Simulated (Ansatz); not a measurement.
Pulling on the Se3–H4 bond in FHSeTe (SMILES F[Te][SeH]) (multiplicity 1 held, fragments rigid). Energies count from the point at 1.477 Å.
Geometry at that point (charge 0, multiplicity 1):
| atom | x (Å) | y (Å) | z (Å) |
|---|---|---|---|
| Te | 0.4218 | 0.2981 | 0.7323 |
| F | 1.5858 | 1.3313 | -0.4238 |
| Se | -1.0581 | -0.7511 | -0.9716 |
| H | -0.2320 | -1.9480 | -1.2318 |

Signs of static correlation in def2-SVP, with CASSCF(4,3), from Ansatz (an electronic-structure program) runs.

```json
[
 {"R (Å)": "1.182", "T1 of restricted CCSD": "0.015", "⟨S²⟩ of UHF": "0.000", "largest double amplitude of restricted CCSD": "0.054", "weight of the CASSCF reference in MRCISD": "0.886", "CASSCF natural occupations": "2.00 1.99 0.01"},
 {"R (Å)": "1.330", "T1 of restricted CCSD": "0.016", "⟨S²⟩ of UHF": "0.000", "largest double amplitude of restricted CCSD": "0.056", "weight of the CASSCF reference in MRCISD": "0.886", "CASSCF natural occupations": "2.00 1.98 0.02"},
 {"R (Å)": "1.477", "T1 of restricted CCSD": "0.016", "⟨S²⟩ of UHF": "0.000", "largest double amplitude of restricted CCSD": "0.058", "weight of the CASSCF reference in MRCISD": "0.885", "CASSCF natural occupations": "2.00 1.97 0.03"},
 {"R (Å)": "1.625", "T1 of restricted CCSD": "0.016", "⟨S²⟩ of UHF": "0.000", "largest double amplitude of restricted CCSD": "0.082", "weight of the CASSCF reference in MRCISD": "0.885", "CASSCF natural occupations": "2.00 1.96 0.04"},
 {"R (Å)": "1.773", "T1 of restricted CCSD": "0.017", "⟨S²⟩ of UHF": "0.000", "largest double amplitude of restricted CCSD": "0.097", "weight of the CASSCF reference in MRCISD": "0.885", "CASSCF natural occupations": "2.00 1.93 0.07"},
 {"R (Å)": "1.995", "T1 of restricted CCSD": "0.019", "⟨S²⟩ of UHF": "…", "largest double amplitude of restricted CCSD": "0.127", "weight of the CASSCF reference in MRCISD": "0.884", "CASSCF natural occupations": "2.00 1.88 0.12"},
 {"R (Å)": "2.216", "T1 of restricted CCSD": "0.022", "⟨S²⟩ of UHF": "0.665", "largest double amplitude of restricted CCSD": "0.126", "weight of the CASSCF reference in MRCISD": "0.884", "CASSCF natural occupations": "2.00 1.80 0.20"},
 {"R (Å)": "2.586", "T1 of restricted CCSD": "0.025", "⟨S²⟩ of UHF": "0.900", "largest double amplitude of restricted CCSD": "…", "weight of the CASSCF reference in MRCISD": "0.883", "CASSCF natural occupations": "2.00 1.61 0.39"},
 {"R (Å)": "2.955", "T1 of restricted CCSD": "0.027", "⟨S²⟩ of UHF": "0.976", "largest double amplitude of restricted CCSD": "0.442", "weight of the CASSCF reference in MRCISD": "0.882", "CASSCF natural occupations": "2.00 1.40 0.60"},
 {"R (Å)": "3.398", "T1 of restricted CCSD": "0.029", "⟨S²⟩ of UHF": "1.004", "largest double amplitude of restricted CCSD": "0.615", "weight of the CASSCF reference in MRCISD": "0.881", "CASSCF natural occupations": "2.00 1.22 0.78"},
 {"R (Å)": "3.989", "T1 of restricted CCSD": "0.031", "⟨S²⟩ of UHF": "1.013", "largest double amplitude of restricted CCSD": "0.747", "weight of the CASSCF reference in MRCISD": "0.881", "CASSCF natural occupations": "2.00 1.09 0.91"},
 {"R (Å)": "4.728", "T1 of restricted CCSD": "0.032", "⟨S²⟩ of UHF": "1.014", "largest double amplitude of restricted CCSD": "0.818", "weight of the CASSCF reference in MRCISD": "0.881", "CASSCF natural occupations": "2.00 1.03 0.97"}
]
```

### Question
Complete the blanks.

### Answer

- 1.995, ⟨S²⟩ of UHF: 0.310
- 2.586, largest double amplitude of restricted CCSD: 0.256

Doubts at one or more of the structures used: active orbitals that take no part (SC-NEVPT2 on CASSCF(4,3)/def2-SVP); a restricted determinant that unrestricted orbitals would lower (R-CCSD(T)/def2-SVP); other coupled-cluster roots lie near (R-CCSD(T)/def2-SVP); a spin-contaminated determinant (U-CCSD(T)/def2-SVP); T1 above 0.05 (U-CCSD(T)/def2-SVP).
